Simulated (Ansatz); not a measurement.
C$_{3}$H$_{11}$AsSi, SMILES `CC[As](C)[SiH3]` at its PBE0-D4/def2-TZVP geometry, where that method's forces vanish. Charge 0, multiplicity 1.

```xyz
16

C     0.8547   -1.5931   -1.4144
C    -0.3180   -0.7116   -1.0265
As    0.2577    1.0834   -0.4057
C    -1.5035    1.7099    0.2335
Si    1.0279    0.3989    1.7164
H     0.5113   -2.5496   -1.8173
H     1.4967   -1.8108   -0.5569
H     1.4768   -1.1163   -2.1759
H    -0.9307   -1.1800   -0.2523
H    -0.9653   -0.5286   -1.8888
H    -1.3736    2.6301    0.8039
H    -2.1258    1.9277   -0.6357
H    -2.0022    0.9653    0.8553
H     0.0625   -0.5381    2.3619
H     1.1840    1.5941    2.5896
H     2.3473   -0.2812    1.6129
```

(1) What forces (eV/Å) does B3LYP-D4/def2-TZVPP give on these atoms in the Gaussian-basis code of Ansatz? (Best estimate.)

Results:

(1) Computed: 
```
C1   0.159 -0.149 -0.057
C2  -0.267 -0.107 -0.039
As3  0.248  0.201 -0.126
C4  -0.262  0.107  0.080
Si5  0.100 -0.063  0.228
H6   0.029  0.038  0.014
H7  -0.030  0.002 -0.054
H8  -0.024 -0.033  0.034
H9   0.032  0.018 -0.062
H10  0.033 -0.027  0.056
H11 -0.023 -0.053 -0.028
H12  0.022 -0.012  0.060
H13  0.011  0.055 -0.035
H14  0.064  0.057 -0.035
H15 -0.008 -0.075 -0.047
H16 -0.083  0.041  0.012
```

B3LYP here is the variant with VWN-RPA as its local correlation; programs differ in this.
